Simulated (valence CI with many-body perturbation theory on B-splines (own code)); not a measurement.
# E1 transitions of Ce X

Level of theory: configuration interaction combined with many-body perturbation theory (CI+MBPT): three valence electrons over a frozen Dirac-Fock core [Kr] 4d10, radial functions for each j: 7 s, 7 p, 7 d, 7 f, 4 g, 2 h, with the one-electron correlation potential Σ1, the two-electron term Σ2, the three-electron term Σ3, Breit, model QED; selected CI, second order for the rest, scaled by the run's own slope (own B-spline code, finite nucleus).

No measured levels were compared; by estimate levels hold to about 250 cm⁻¹ or 0.2 % of their energy and the worst to 1 %, as in measured heavy ions of charge 2 to 7; those with d or f electrons hold less well.

Lines 51 to 100 of 581 in falling wavelength, among levels below 491510 cm⁻¹, chosen from the strongest by gf and those to the six lowest levels. Wavelengths and rates use the calculated energies, so an error of 400 cm⁻¹ moves a line at 669.9 Å by 0.27 % and its rate by three times that or more. Electric multipoles are in the length gauge, E1 and E2 with the static RPA response of the core. Weak lines are less certain than strong ones. Lines between different terms over intervals too small for the method are left out, as are lines whose strength nearly cancels. Where a level lies close to another of its J and parity, the split of strength between their lines is uncertain.

Names give the largest LS component (configuration and term), which can be under half, so a name can repeat, a term be missing and a line seem to break the LS rules; names also repeat where a configuration has a term twice. Letters in brackets count levels of one name in rising energy.

```tsv
λ vac (Å)	Upper	Lower	A (s⁻¹)	log gf	Branch %
669.9	4f²5p ⁴S°_3/2	4f²5s ⁴P_5/2	2.26e+09	-0.22	58.4
668.9	4f²5p ²G°_9/2 [a]	4f²5s ⁴F_9/2	8.42e+08	-0.25	22.1
668.7	4f²5p ²H°_9/2 [a]	4f²5s ²G_9/2	7.13e+08	-0.32	22.0
668.1	4f²5p ²D°_5/2 [a]	4f²5s ⁴F_7/2	1.35e+09	-0.27	39.3
667.8	4f²5p ⁴H°_9/2 [a]	4f²5s ⁴H_11/2	1.04e+09	-0.16	31.1
666.1	4f²5p ⁴G°_11/2 [a]	4f²5s ⁴H_13/2	1.24e+09	0.00	27.6
665.7	4f²5p ²G°_9/2 [a]	4f²5s ⁴F_7/2	5.44e+08	-0.44	14.3
665.4	4f²5p ⁴H°_7/2	4f²5s ⁴H_9/2	7.15e+08	-0.42	18.4
665.3	4f²5p ²H°_9/2 [a]	4f²5s ²G_7/2	1.11e+09	-0.13	34.2
665.0	4f²5p ⁴I°_11/2	4f²5s ⁴H_9/2	9.09e+08	-0.14	27.7
662.2	4f²5p ⁴H°_9/2 [a]	4f²5s ⁴H_9/2	7.85e+08	-0.29	23.4
661.8	5p³ ²P°_1/2	5s5p² ²S_1/2	1.83e+09	-0.62	16.2
661.1	4f²5p ⁴H°_7/2	4f²5s ⁴H_7/2	1.33e+09	-0.16	34.3
657.8	4f²5p ⁴D°_7/2 [a]	4f²5s ⁴F_9/2	1.74e+09	-0.05	41.0
657.7	4f5p² ²G°_7/2 [a]	4f5s5p ²F_7/2 [b]	4.99e+08	-0.59	7.7
657.0	4f²5p ⁴H°_13/2	4f²5s ⁴H_13/2	2.07e+09	0.27	63.1
655.1	4f5p² ⁴D°_5/2	4f5s5p ²D_5/2 [a]	9.10e+08	-0.45	11.5
652.1	4f²5p ⁴G°_11/2 [a]	4f5s5p ²G_9/2 [b]	5.66e+08	-0.36	12.6
650.6	4f²5p ⁴H°_13/2	4f²5s ⁴H_11/2	5.61e+08	-0.30	17.1
650.4	4f5p² ²H°_11/2	4f²5s ⁴H_13/2	3.20e+08	-0.61	4.9
649.8	4f²5p ⁴D°_5/2	4f²5s ²F_7/2	6.40e+08	-0.61	16.4
644.0	4f5p² ²D°_3/2 [b]	4f5s5p ²D_3/2 [a]	1.09e+09	-0.57	16.2
637.3	4f5p² ⁴D°_7/2 [b]	4f5s5p ²F_7/2 [b]	5.58e+08	-0.57	5.6
637.1	4f5p² ²H°_11/2	4f5s5p ²G_9/2 [b]	1.12e+09	-0.09	17.0
635.3	4f5p² ⁴G°_5/2	4f5s5p ²F_5/2 [a]	1.54e+09	-0.25	19.1
635.1	4f5s5p ⁴F_5/2	5s²5p ²P°_3/2	2.28e+07	-2.08	8.4
633.8	4f5s5p ⁴F_7/2 [b]	4f5s² ²F°_7/2	1.31e+08	-1.20	87.8
633.5	4f5p² ²D°_5/2	4f5s5p ⁴D_5/2	1.09e+09	-0.40	13.6
632.8	4f5p² ²F°_5/2 [b]	4f5s5p ²D_3/2 [a]	1.33e+09	-0.32	21.4
632.5	4f5p² ⁴D°_7/2 [a]	4f5s5p ²G_7/2 [a]	2.48e+09	0.08	30.8
630.5	4f5p² ⁴F°_3/2	4f5s5p ⁴D_3/2	1.25e+09	-0.53	14.5
630.0	4f5p² ²G°_7/2 [a]	4f5s5p ⁴F_7/2 [b]	1.39e+09	-0.18	21.5
628.8	4f5p² ²G°_9/2 [b]	4f5s5p ²G_9/2 [a]	1.40e+09	-0.08	25.6
627.2	4f5p² ⁴F°_7/2	4f5s5p ²F_7/2 [c]	6.82e+08	-0.49	9.2
626.5	5s5p² ²D_3/2	5s²5p ²P°_3/2	9.48e+07	-1.65	3.7
626.5	4f5p² ⁴D°_5/2	4f5s5p ²F_7/2 [b]	1.11e+09	-0.41	14.1
625.7	4f5p² ²G°_9/2 [c]	4f5s5p ²G_7/2 [b]	1.04e+09	-0.21	11.9
625.6	4f5p² ²P°_3/2	4f5s5p ²D_5/2 [b]	1.39e+09	-0.49	14.2
624.5	5p³ ⁴S°_3/2 [b]	5s5p² ²D_5/2	1.68e+09	-0.41	11.9
623.5	4f5s5p ⁴F_7/2 [b]	4f5s² ²F°_5/2	1.82e+07	-2.07	12.2
623.1	4f5p² ²G°_7/2 [b]	4f5s5p ²G_9/2 [a]	1.58e+09	-0.13	18.3
622.1	4f²5p ²G°_7/2 [a]	4f²5s ²F_5/2	7.03e+08	-0.49	13.7
621.3	4f5p² ²F°_5/2 [a]	4f5s5p ⁴D_3/2	7.44e+08	-0.59	12.8
619.6	4f5p² ⁴G°_5/2	5s5p² ²D_3/2	7.67e+08	-0.58	9.5
619.1	4f5p² ⁴F°_3/2	4f5s5p ⁴D_5/2	1.20e+09	-0.56	13.9
618.5	4f5p² ⁴F°_9/2 [b]	4f5s5p ²F_7/2 [c]	8.35e+08	-0.32	8.7
617.7	5p³ ²D°_5/2	5s5p² ²D_5/2	1.54e+09	-0.28	22.1
617.0	4f5p² ²F°_7/2 [a]	4f5s5p ²F_7/2 [b]	7.93e+08	-0.44	14.2
614.9	4f5p² ²D°_3/2 [a]	4f5s5p ⁴D_1/2	1.31e+09	-0.53	18.5
612.0	4f5p² ⁴F°_9/2 [a]	4f5s5p ⁴G_11/2	1.98e+09	0.05	21.1
```

Question: How does gf follow from A for the line at 635.3 Å?

Answer: gf = 1.4992 × (2J+1)_upper × A / σ², with σ = 157400 cm⁻¹ and 2J+1 = 6: gf = 0.558.
